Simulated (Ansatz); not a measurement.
# A family of molecules: the HOMO–LUMO gap

One atom is swapped for its congeners: C2H4AlF `C=[CH][AlH][F]`; C2H4FGa `C=[CH][GaH][F]`; C2H4FIn `C=[CH][InH][F]`. All are singlets with charge 0.

Shapes, held fixed at every level: PBE0-D4/def2-TZVP. Flexible molecules stand in one conformer, not always the lowest. Programs: Ansatz 0.2.0. Values in eV.

```tsv
level	C2H4AlF	C2H4FGa	C2H4FIn
PBE-D4/def2-TZVPP	4.75	4.56	4.38
r2SCAN-D4/def2-TZVPP	5.27	5.06	4.88
B3LYP-D4/def2-TZVPP	6.51	6.33	5.99
BHLYP-D4/def2-TZVPP	8.76	8.62	8.20
r2SCAN0-D4/def2-TZVPP	7.26	7.09	6.76
wB97X-V/def2-TZVPP	11.36	11.18	10.61
```

At wB97X-V/def2-TZVPP the HOMO–LUMO gap falls at every step, from 11.36 to 10.61 eV. Every level shows the same order. For atoms past krypton def2 sets carry core potentials with scalar relativity. Relativity is left out for Ga unless named. Orbital gaps aren't excitation energies, and the LUMO depends on the basis.
